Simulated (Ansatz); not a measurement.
```tsv
atom	x (Å)	y (Å)	z (Å)
Ge	0.0000	0.0000	0.0000
H	0.9585	0.9585	0.9585
H	0.9585	-0.9585	-0.9585
H	-0.9585	0.9585	-0.9585
H	-0.9585	-0.9585	0.9585
```

Basis set: def2-TZVP (spherical functions). Correlated methods keep 9 orbitals frozen. Charge 0, multiplicity 1.

Computed with Ansatz (development build ahead of 0.2.0); each method stands on the lowest determinant of its kind that the runs found. Restricted open shells among the atoms or ions are ROHF, correlated in semicanonical orbitals with singles.

(1) Give the atomization energy at this shape (free ground-state atoms in the same class of orbitals less the molecule, no zero-point energy) of singlet GeH₄ by RHF-MP2, RHF.

Results:

(1)

| method | atomization energy |
| --- | --- |
| RHF-MP2 | 11.44 eV |
| RHF | 9.34 eV |

Caution: the shape is not the minimum.
